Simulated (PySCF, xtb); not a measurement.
AlBrFHO, SMILES [Br][Al]([OH])[F].

GFN2-xTB (xtb) at its own geometry gives an orbital gap of 4.36 eV and a dipole moment of 4.17 D.

Geometry: r2SCAN-D4/def2-SVP. The values are those of a single conformer.

### Question
What does r2SCAN/def2-TZVPD (PySCF) give? (Estimate from the structure and the level; the computed values follow.)

### Answer
gap 6.27 eV (levels -7.96 and -1.69 eV), dipole 1.49 D.
